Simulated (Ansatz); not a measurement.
Consider the formal exchange of groups at the In–S bond: `C[O][In]([CH3])[SH]` + `CCSC` → `C[O][InH][CH3]` + `CSC(C)S`.

Isolated molecules relaxed with PBE0-D4/def2-TZVP in Ansatz; ΔE leaves out vibrations. CCSD(T)/CBS is the MP2 limit (def2-TZVPP, def2-QZVPP) plus CCSD(T) − MP2 in def2-TZVPP, frozen cores. DFT in def2-TZVPP. B3LYP here is the variant with VWN-RPA as its local correlation; programs differ in this. def2 core potentials past Kr. For In outer-core shells are correlated without core-valence functions, which leaves a few kJ/mol of doubt a bond. Each species was taken in one conformer, which may not be the lowest.

```json
{"level": "PBE-D4", "ΔE (kJ/mol)": "138.4", "difference from CCSD(T)/CBS": "-7.5"}
{"level": "r2SCAN-D4", "ΔE (kJ/mol)": "145.7", "difference from CCSD(T)/CBS": "-0.2"}
{"level": "PBE0-D4", "ΔE (kJ/mol)": "143.4", "difference from CCSD(T)/CBS": "-2.5"}
{"level": "B3LYP-D4", "ΔE (kJ/mol)": "143.3", "difference from CCSD(T)/CBS": "-2.6"}
{"level": "ωB97X-V", "ΔE (kJ/mol)": "141.7", "difference from CCSD(T)/CBS": "-4.2"}
{"level": "ωB97M-V", "ΔE (kJ/mol)": "140.9", "difference from CCSD(T)/CBS": "-5.0"}
{"level": "B2PLYP", "ΔE (kJ/mol)": "149.1", "difference from CCSD(T)/CBS": "3.2"}
{"level": "PBE", "ΔE (kJ/mol)": "143.0", "difference from CCSD(T)/CBS": "-2.9"}
{"level": "r2SCAN", "ΔE (kJ/mol)": "146.6", "difference from CCSD(T)/CBS": "0.7"}
{"level": "PBE0", "ΔE (kJ/mol)": "147.1", "difference from CCSD(T)/CBS": "1.2"}
{"level": "B3LYP", "ΔE (kJ/mol)": "151.0", "difference from CCSD(T)/CBS": "5.1"}
{"level": "HF/def2-TZVPP", "ΔE (kJ/mol)": "162.2", "difference from CCSD(T)/CBS": "16.3"}
{"level": "MP2/def2-TZVPP", "ΔE (kJ/mol)": "145.4", "difference from CCSD(T)/CBS": "-0.5"}
{"level": "SCS-MP2/def2-TZVPP", "ΔE (kJ/mol)": "145.3", "difference from CCSD(T)/CBS": "-0.6"}
{"level": "CCSD/def2-TZVPP", "ΔE (kJ/mol)": "146.8", "difference from CCSD(T)/CBS": "0.9"}
{"level": "CCSD(T)/def2-TZVPP", "ΔE (kJ/mol)": "144.2", "difference from CCSD(T)/CBS": "-1.7"}
{"level": "HF/def2-QZVPP", "ΔE (kJ/mol)": "161.8", "difference from CCSD(T)/CBS": "15.9"}
{"level": "MP2/def2-QZVPP", "ΔE (kJ/mol)": "146.3", "difference from CCSD(T)/CBS": "0.4"}
{"level": "SCS-MP2/def2-QZVPP", "ΔE (kJ/mol)": "146.3", "difference from CCSD(T)/CBS": "0.4"}
{"level": "HF/CBS(def2)", "ΔE (kJ/mol)": "161.7", "difference from CCSD(T)/CBS": "15.8"}
{"level": "MP2/CBS(def2)", "ΔE (kJ/mol)": "147.1", "difference from CCSD(T)/CBS": "1.2"}
{"level": "CCSD/CBS(def2)", "ΔE (kJ/mol)": "148.6", "difference from CCSD(T)/CBS": "2.7"}
{"level": "CCSD(T)/CBS", "ΔE (kJ/mol)": "145.9", "difference from CCSD(T)/CBS": "0"}
```

Largest T1 diagnostic among the species: 0.015.

In def2-TZVPP, CCSD(T) changes the Hartree–Fock value by −18.0 kJ/mol (the triples alone add −2.7 kJ/mol) and MP2 by −16.8 kJ/mol. From PBE to PBE0 (25 % exact exchange), in def2-TZVPP and without D4, ΔE moves by +4.1 kJ/mol.
